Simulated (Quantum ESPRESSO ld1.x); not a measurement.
Cd+, 47 electrons, occupied as [Kr] 4d10 5s0.5 5p0.5 (fractional occupations, a model configuration). All-electron calculation, Dirac Kohn-Sham, PBEsol, spin-unpolarised, spherical densities, point nucleus; open shells are shared between the two j in proportion to 2j + 1. Program: ld1.x of Quantum ESPRESSO 7.5. Some entries of the table are withheld. Estimate them.

| orbital | occ. | eigenvalue (hartree) | r(max) (bohr) | <r^2> (bohr^2) |
|---|---|---|---|---|
| 1s1/2 | 2 | -974.032 | 0.01968 | 0.001250 |
| 2s1/2 | 2 | -144.875 | 0.1114 | 0.02039 |
| 2p1/2 | 2 | -134.914 | 0.08598 | 0.01521 |
| 2p3/2 | 4 | -127.847 | 0.09033 | 0.01652 |
| 3s1/2 | 2 | -27.2815 | 0.3242 | 0.1470 |
| 3p1/2 | 2 | (1) | 0.3105 | 0.1422 |
| 3p3/2 | 4 | (2) | 0.3206 | 0.1510 |
| 3d3/2 | 4 | -14.9580 | 0.2640 | 0.1319 |
| 3d5/2 | 6 | -14.7015 | 0.2669 | 0.1345 |
| 4s1/2 | 2 | -4.24150 | (3) | 0.8765 |
| 4p1/2 | 2 | -2.96148 | 0.8286 | 1.011 |
| 4p3/2 | 4 | -2.74676 | 0.8537 | 1.080 |
| 4d3/2 | 4 | -0.79891 | 0.9751 | 1.912 |
| 4d5/2 | 6 | -0.77284 | 0.9859 | 1.970 |
| 5s1/2 | 0.5 | -0.49969 | 2.217 | 7.799 |
| 5p1/2 | 0.166667 | -0.29374 | 2.734 | 12.68 |
| 5p3/2 | 0.333333 | -0.28075 | 2.838 | 13.57 |

Answer. 
(1) 3p1/2 eigenvalue (hartree): -23.2899
(2) 3p3/2 eigenvalue (hartree): -22.0278
(3) 4s1/2 r(max) (bohr): 0.7954
